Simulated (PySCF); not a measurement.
Cd(Cl)(SeH) (CdClHSe), SMILES [Cl][Cd][SeH]. Heavy atoms are numbered as in [Cd:1]([Cl:2])[SeH:3]. Hydrogens are named by the atom that carries them.

The structure is a stationary point at B3LYP-D3(BJ)/def2-TZVP. The def2 effective core potentials stand for the cores of Cd; spin–orbit coupling is left out. One conformer was computed; it need not be the lowest.

The numbers are results of r2SCAN/def2-TZVPD (PySCF), not measurements.

Mulliken values depend strongly on the basis, most of all with diffuse functions as here. ESP charges are fitted to the potential on shells at 1.4 to 2.0 van der Waals radii. Atomic charges (e), one atom of each kind:

```csv
atom,ESP fit,Mulliken
Cd1,___,0.71
Cl2,___,-0.42
Se3 (SeH),___,-0.44
H on Se3,___,0.16
```

Task: Fill in the missing entries. (The exact figures need the calculation; the answer reports its results.)

Result: 
- Cd1, ESP fit: 0.56
- Cl2, ESP fit: -0.36
- Se3 (SeH), ESP fit: -0.30
- H on Se3, ESP fit: 0.10
